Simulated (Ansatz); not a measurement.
Ansatz (a program for electronic structure) input:
A basis named .json is the Basis Set Exchange file of that set.

Ansatz 0.2 input:
```yaml
crystal:
  periodic: [false, false, false]
  atoms:
    - {symbol: Si, position_ang: [-0.87007622, -0.22862312, -0.26239885]}
    - {symbol: C, position_ang: [-1.46115404, 1.41982393, -0.94564671]}
    - {symbol: C, position_ang: [-2.04121443, -0.90160437, 1.03047366]}
    - {symbol: N, position_ang: [0.66250148, 0.09783728, 0.46845897]}
    - {symbol: Si, position_ang: [2.32043436, -0.07654489, 0.05222451]}
    - {symbol: H, position_ang: [-0.77489157, -1.20602883, -1.38357402]}
    - {symbol: H, position_ang: [-2.44447137, 1.28857733, -1.40402986]}
    - {symbol: H, position_ang: [-0.77959739, 1.80281861, -1.70612327]}
    - {symbol: H, position_ang: [-1.54430705, 2.16039916, -0.14914634]}
    - {symbol: H, position_ang: [-3.02069369, -1.10241049, 0.58948746]}
    - {symbol: H, position_ang: [-1.66526284, -1.83544102, 1.45225844]}
    - {symbol: H, position_ang: [-2.16698951, -0.18724703, 1.84603313]}
    - {symbol: H, position_ang: [2.59117344, -0.29228002, -1.39403575]}
    - {symbol: H, position_ang: [3.07753034, 1.11707807, 0.49900261]}
    - {symbol: H, position_ang: [2.79919636, -1.26729196, 0.80439404]}
basis:
  gaussian:
    orbitals: cc-pV_Q+d_Z.json
magnetization: {spin_polarized: true, initial_magnetization: 1}
correlation: {method: ccsd_t, electrons: outside_noble_gas}
```

Question: Which total energy does the run end on?

Answer: -714.92319 Eh (CCSD(T)/cc-pV(Q+d)Z). The basis has 593 functions.

It need not be the lowest isomer of its formula.
